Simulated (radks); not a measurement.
Problem. Sb28+, 23 electrons, occupied as [Ar] 3d5. All-electron calculation, non-relativistic Kohn-Sham, LDA (Slater exchange, Perdew-Wang correlation), spin-unpolarised, spherical densities, point nucleus; relativity is left out, which matters for an element this heavy. Program: a radial shooting solver on a logarithmic mesh with Libxc functionals. Some entries of the table are withheld. Estimate them.

| orbital | occ. | eigenvalue (eV) | <1/r> (bohr^-1) |
|---|---|---|---|
| 1s | 2 | (1) | 50.43 |
| 2s | 2 | -5491.287 | (2) |
| 2p | 6 | -5228.615 | (3) |
| 3s | 2 | -1856.394 | 4.464 |
| 3p | 6 | (4) | 4.408 |
| 3d | 5 | -1569.897 | (5) |

Solution. 
(1) 1s eigenvalue (eV): -30324.61
(2) 2s <1/r> (bohr^-1): 11.60
(3) 2p <1/r> (bohr^-1): 11.60
(4) 3p eigenvalue (eV): -1751.965
(5) 3d <1/r> (bohr^-1): 4.296
